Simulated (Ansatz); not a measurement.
Born–Oppenheimer molecular dynamics of Cl2H2Zn (5 atoms, charge 0, multiplicity 1). It starts at the highest image of a converged band, a first-order saddle point between two minima.

The calculation used Ansatz, RHF/def2-SVP.

```
ensemble                      : NVE (velocity Verlet)
time step                     : 0.5 fs
steps asked                   : 200
starting velocities drawn for : 100 K
seed                          : 7573
```

First frame:

```xyz
5
Properties=species:S:1:pos:R:3
Zn 0.229 -0.583 -0.173
H 0.450 0.321 1.271
Cl 0.552 -2.321 -1.379
H -0.197 1.041 0.730
Cl -1.034 1.543 -0.449
```

(1) How far do the bonds stretch over the last three quarters of this one trajectory? (Pairs bonded in most of those frames.)

Results:

(1) 
```json
{"bond": "Zn1–Cl3", "mean (Å)": "2.133", "spread (Å)": "0.090", "shortest": "1.99", "longest": "2.34"}
{"bond": "Zn1–Cl5", "mean (Å)": "2.158", "spread (Å)": "0.143", "shortest": "1.93", "longest": "2.36"}
{"bond": "H2–H4", "mean (Å)": "0.757", "spread (Å)": "0.061", "shortest": "0.67", "longest": "0.84"}
```

Mean temperature of the second half: 3884 K. The conserved energy stayed within 0.92 meV per atom of its start (net change -0.34 meV per atom), so the integration is sound. The kinetic energy rose, since the run started high on the potential surface and went downhill. It ends in pieces (Cl2Zn + H2), so much of that is their flight and rotation, not heat. A run of 0.1 ps of so small a system gives no equilibrium averages. The orbitals stay closed-shell, which can raise the energy where a bond breaks towards radicals; this wasn't checked here.

Time of the run: 3.8 min on 1 thread of Arm Neoverse V1, on a shared host, peak memory 0.15 GiB.
